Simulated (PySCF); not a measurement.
H$_{4}$BNO$_{2}$ (SMILES NB(O)O), singlet, at a GFN2-xTB geometry, atoms displaced at random by about 0.08 Å a coordinate; PySCF with PBE0/STO-3G, gradient.

Input for PySCF:
```python
from pyscf import gto, scf, dft

mol = gto.Mole()
mol.atom = '''
    B     0.045247    0.003441    0.171753
    O    -0.882938   -1.059230   -0.129048
    H    -1.774629   -0.763788   -0.503293
    O    -0.180661    1.241162   -0.564651
    H    -1.148469    1.355652   -1.003825
    N     1.321636   -0.340974    0.673774
    H     1.933273    0.528573    0.829494
    H     1.401223   -1.107347    1.135062
'''
mol.basis = 'sto-3g'
mol.charge = 0
mol.spin = 0
mol.verbose = 3
mol.build()

mf = dft.RKS(mol)
mf.xc = 'pbe0'
mf.conv_tol = 1e-4
mf.kernel()
g = mf.nuc_grad_method()
grad = g.kernel()
```

The log (banner, timings and long lists left out):

```
converged SCF energy = -229.15281807209
--------------- RKS gradients ---------------
         x                y                z
0 B     0.0726490834     0.0013323652     0.0903226537
1 O    -0.0286701277     0.0006143209    -0.0304202686
2 H    -0.0082365864    -0.0149868692    -0.0018966011
3 O     0.0073803146     0.0021035076    -0.0161075406
4 H    -0.0421764954     0.0232789856    -0.0296419262
5 N     0.0255372657    -0.2249706237     0.1040812103
6 H     0.0091542655     0.0465366610    -0.0052169976
7 H    -0.0355913963     0.1661019399    -0.1111677038
----------------------------------------------
```
